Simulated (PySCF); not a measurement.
**Exercise with solution: dipole moment from atomic charges**

Zn(H)(OH) (H2OZn), SMILES [OH][ZnH]. Atoms are numbered in the order given.

```xyz
4

Zn    -0.0065    -0.3731     0.0000
H     -0.0021    -1.8873     0.0000
O      0.1126     1.3976     0.0000
H     -0.7031     1.8995     0.0000
```
Charge 0, spin multiplicity 1.

The structure is a stationary point at PBE0-D3(BJ)/def2-TZVP.

Charges (e) from CAM-B3LYP/def2-TZVPD (PySCF):

| atom | IAO | ESP fit |
|---|---|---|
| Zn1 | 1.203 | 0.721 |
| H2 | -0.433 | -0.287 |
| O3 | -1.124 | -0.757 |
| H4 | 0.355 | 0.322 |

The dipole moment of the full density is 1.52 D.

What dipole moment does each set of point charges give, and which comes closer to that of the density?


μ = Σ q r, and 1 e Å = 4.8032 D.
IAO: Σ q r = (-0.383, -0.528, 0.000) e Å, |μ| = 3.13 D.
ESP fit: Σ q r = (-0.316, -0.174, 0.000) e Å, |μ| = 1.73 D.
ESP fit comes closer in size. Point charges leave out the atoms' own dipoles (lone pairs, polarised bonds); fits to the potential absorb them, partitions of the density don't.
